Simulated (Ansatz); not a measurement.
Born–Oppenheimer molecular dynamics of Cl3HSn (5 atoms, charge 0, multiplicity 1). It starts from a relaxed structure.

These are results of Ansatz, RKS B3LYP/def2-SVP, not measurements.

| Item | Value |
| --- | --- |
| ensemble | NVT, Langevin thermostat |
| time step | 0.5 fs |
| steps asked | 300 |
| set temperature | 50 K |
| friction | 0.01 /fs |
| seed | 624423 |

Frames 2.5 fs apart, positions in Å, forces in eV/Å.

Velocities at 75 fs (Å/ps):

```
Sn 0.05 0.31 -0.51
H -2.17 2.33 4.11
Cl -0.44 -1.03 0.85
Cl 0.24 0.34 0.90
Cl -1.19 -0.98 -0.55
```

```xyz
5
Properties=species:S:1:pos:R:3:forces:R:3 time_fs=75 energy_less_start_eV=0.013 T=22
Sn -0.009 -0.022 0.034 0.38 0.17 -0.33
H 0.004 -0.078 1.722 -0.02 -0.04 0.27
Cl 2.192 0.023 -0.835 -0.20 -0.05 0.10
Cl -1.003 1.975 -0.707 -0.09 -0.07 -0.01
Cl -1.089 -1.889 -0.881 -0.07 -0.01 -0.03
5
Properties=species:S:1:pos:R:3:forces:R:3 time_fs=77.5 energy_less_start_eV=0.010 T=28
Sn -0.009 -0.021 0.033 0.33 0.10 -0.06
H -0.002 -0.073 1.739 -0.01 -0.04 0.01
Cl 2.190 0.021 -0.834 -0.17 -0.05 0.09
Cl -1.002 1.975 -0.705 -0.10 -0.04 -0.03
Cl -1.092 -1.891 -0.882 -0.05 0.03 -0.02
5
Properties=species:S:1:pos:R:3:forces:R:3 time_fs=80 energy_less_start_eV=0.010 T=24
Sn -0.008 -0.021 0.031 0.24 0.04 0.14
H -0.011 -0.077 1.751 0.00 -0.03 -0.18
Cl 2.188 0.019 -0.832 -0.12 -0.05 0.07
Cl -1.001 1.976 -0.702 -0.10 -0.03 -0.04
Cl -1.095 -1.893 -0.884 -0.02 0.07 0.00
5
Properties=species:S:1:pos:R:3:forces:R:3 time_fs=82.5 energy_less_start_eV=0.009 T=27
Sn -0.007 -0.020 0.030 0.15 -0.02 0.12
H -0.021 -0.083 1.747 0.01 -0.03 -0.14
Cl 2.185 0.017 -0.831 -0.06 -0.05 0.05
Cl -1.001 1.976 -0.700 -0.10 -0.02 -0.04
Cl -1.098 -1.894 -0.885 0.00 0.11 0.01
5
Properties=species:S:1:pos:R:3:forces:R:3 time_fs=85 energy_less_start_eV=0.008 T=25
Sn -0.005 -0.019 0.028 0.06 -0.08 0.00
H -0.029 -0.088 1.735 0.02 -0.03 0.00
Cl 2.183 0.015 -0.829 -0.01 -0.05 0.03
Cl -1.001 1.977 -0.697 -0.10 -0.01 -0.05
Cl -1.101 -1.896 -0.886 0.03 0.16 0.03
5
Properties=species:S:1:pos:R:3:forces:R:3 time_fs=87.5 energy_less_start_eV=0.010 T=21
Sn -0.003 -0.018 0.028 -0.03 -0.14 -0.19
H -0.036 -0.090 1.720 0.03 -0.03 0.19
Cl 2.182 0.013 -0.827 0.04 -0.04 0.01
Cl -1.002 1.976 -0.695 -0.10 0.01 -0.06
Cl -1.105 -1.898 -0.887 0.06 0.21 0.05
5
Properties=species:S:1:pos:R:3:forces:R:3 time_fs=90 energy_less_start_eV=0.012 T=18
Sn -0.001 -0.018 0.027 -0.11 -0.17 -0.23
H -0.038 -0.091 1.716 0.03 -0.04 0.24
Cl 2.180 0.013 -0.826 0.09 -0.04 -0.01
Cl -1.003 1.976 -0.693 -0.10 0.01 -0.06
Cl -1.108 -1.900 -0.888 0.09 0.24 0.06
5
Properties=species:S:1:pos:R:3:forces:R:3 time_fs=92.5 energy_less_start_eV=0.011 T=22
Sn 0.001 -0.018 0.025 -0.20 -0.20 -0.04
H -0.038 -0.096 1.726 0.03 -0.02 0.07
Cl 2.179 0.011 -0.824 0.15 -0.04 -0.04
Cl -1.004 1.976 -0.692 -0.09 0.00 -0.06
Cl -1.111 -1.901 -0.888 0.11 0.27 0.07
5
Properties=species:S:1:pos:R:3:forces:R:3 time_fs=95 energy_less_start_eV=0.012 T=22
Sn 0.002 -0.018 0.024 -0.28 -0.22 0.17
H -0.038 -0.107 1.739 0.04 0.00 -0.14
Cl 2.177 0.009 -0.823 0.20 -0.03 -0.06
Cl -1.006 1.978 -0.691 -0.07 -0.02 -0.04
Cl -1.113 -1.900 -0.888 0.11 0.28 0.07
5
Properties=species:S:1:pos:R:3:forces:R:3 time_fs=97.5 energy_less_start_eV=0.014 T=29
Sn 0.004 -0.018 0.022 -0.34 -0.22 0.29
H -0.038 -0.124 1.744 0.04 0.02 -0.23
Cl 2.176 0.007 -0.821 0.25 -0.03 -0.08
Cl -1.008 1.980 -0.690 -0.06 -0.05 -0.03
Cl -1.116 -1.899 -0.887 0.11 0.27 0.06
5
Properties=species:S:1:pos:R:3:forces:R:3 time_fs=100 energy_less_start_eV=0.013 T=32
Sn 0.005 -0.017 0.021 -0.39 -0.19 0.23
H -0.030 -0.137 1.736 0.03 0.04 -0.15
Cl 2.176 0.004 -0.819 0.29 -0.02 -0.11
Cl -1.009 1.983 -0.688 -0.04 -0.08 -0.02
Cl -1.118 -1.895 -0.887 0.10 0.26 0.04
5
Properties=species:S:1:pos:R:3:forces:R:3 time_fs=102.5 energy_less_start_eV=0.013 T=26
Sn 0.007 -0.017 0.020 -0.42 -0.14 0.06
H -0.023 -0.145 1.720 0.02 0.03 0.04
Cl 2.176 0.002 -0.817 0.32 -0.02 -0.12
Cl -1.011 1.986 -0.686 -0.01 -0.11 0.00
Cl -1.119 -1.892 -0.887 0.09 0.24 0.03
```

Of the whole run (150 fs, mean temperature of the second half 28 K): The mean temperature of the second half is 43 % below the set value. A run of 0.15 ps of so small a system gives no equilibrium averages.

The run took 25 min on 1 thread of AMD EPYC 7R43 64-Core Processor (Zen 3) (shared host), peak memory 0.2 GiB.
